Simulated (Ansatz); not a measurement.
Start from `C#[C][Ti]([OH])([F])[Cl]` and change one element to get `C#[C][Zr]([OH])([F])[Cl]`.

Ansatz, PBE0-D4/def2-TZVP geometries, multiplicity 1. Each molecule was computed in one conformer, which needn't be the lowest.

Elements past krypton have def2 core potentials. Scalar relativity is left out up to krypton.

```
                                        property  `C#[C][Ti]([OH])([F])[Cl]`
size of the dipole moment (B3LYP/def2-TZVPP) / D                        2.34
               LUMO energy (PBE/def2-TZVPP) / eV                       -3.85
               HOMO energy (PBE/def2-TZVPP) / eV                       -7.22
  zero-point energy (PBE0-D4/def2-TZVP) / kJ/mol                        91.0
           LUMO energy (ωB97M-V/def2-TZVPP) / eV                       -0.88
             LUMO energy (B3LYP/def2-TZVPP) / eV                       -3.25
```

Problem. Give the same properties after the change, and the shifts. (An estimate is asked.)

Solution. The calculation gave: 
| property | `C#[C][Zr]([OH])([F])[Cl]` | shift |
| --- | --- | --- |
| size of the dipole moment (B3LYP/def2-TZVPP) / D | 2.57 | 0.23 |
| LUMO energy (PBE/def2-TZVPP) / eV | -2.78 | 1.07 |
| HOMO energy (PBE/def2-TZVPP) / eV | -7.14 | 0.08 |
| zero-point energy (PBE0-D4/def2-TZVP) / kJ/mol | 88.5 | -2.5 |
| LUMO energy (ωB97M-V/def2-TZVPP) / eV | 0.04 | 0.92 |
| LUMO energy (B3LYP/def2-TZVPP) / eV | -2.21 | 1.04 |

With PBE0 the HOMO rises by 0.08 eV and the LUMO rises by 1.01 eV, so the gap widens by about 0.93 eV. PBE moves the HOMO by 0.08 eV and ωB97M-V by 0.06 eV. Dipoles are sizes alone; their direction can turn.

Positive LUMOs are unbound, so they and the gaps depend on the basis.

B3LYP here is the variant with VWN-RPA as its local correlation; programs differ in this.
